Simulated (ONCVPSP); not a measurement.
## Before and after: ONCV potential for oxygen

ONCVPSP 4.0.1 input, shortened (lines: element, Z, core and valence counts, functional; n l f; lmax; l rc ep ncon nbas qcut; lloc lpopt rc5 dvloc0; l nproj debl; icmod fcfact rcfact), PBE, scalar-relativistic:

```
  O 8.00    1    2        4      upf
    1    0    2.00
    2    0    1.50
    2    1    4.50
    2
    0    0.85    0.00    4    8    6.50
    1    1.05    0.00    3    7    6.50
    2    0.85    0.25    4    8    9.60
    2    5    0.85    0.00
    0    1    2.50
    1    2    3.80
    2    0    1.40
    0    0.00    0.00
```

Change: functional LDA (Perdew-Zunger); p: rc 0.85, qcut 8.

Cutoffs: the cutoffs (Ha) at which the residual kinetic energy of the hardest occupied pseudo-wave falls to 1 and 0.1 mHa per electron; they do not see the model core or the augmentation charge, which bear on the density cutoff. Errors are all-electron minus pseudo energies relative to the spin-unpolarised reference configuration.

Q: What does the change do?

A: Of the 4 tests that both files solve, the error grows in 0 and shrinks in 4 by more than 15 % and 0.3 meV (median size 23.4 → 7.0 meV); neither file shows a bound ghost.

```tsv
quantity	base	changed
cutoffs, loose and tight	not determined	198 Ha, 317 Ha
bound ghosts	none	none
GHOST(+) flags under 300 eV	none	none
error for 2s2 2p4, meV [ΔE -7.47 → -7.28 eV]	+1.9	+1.5
error for 2s2 2p3, meV [ΔE 8.96 → 9.30 eV]	+37	+11
error for 2s2 2p2, meV [ΔE 42.55 → 43.01 eV]	+224	+90
error for 2s2 2p3.5, meV [ΔE -1.18 → -0.92 eV]	+10	+2.7
s: phases at 0.86 bohr within 0.05 rad from the reference energy up to (Ha; the scan ends near 5)	to the end of the scan	to the end of the scan
d: phases at 0.86 bohr within 0.05 rad from the reference energy up to (Ha; the scan ends near 5)	to the end of the scan	to the end of the scan
```
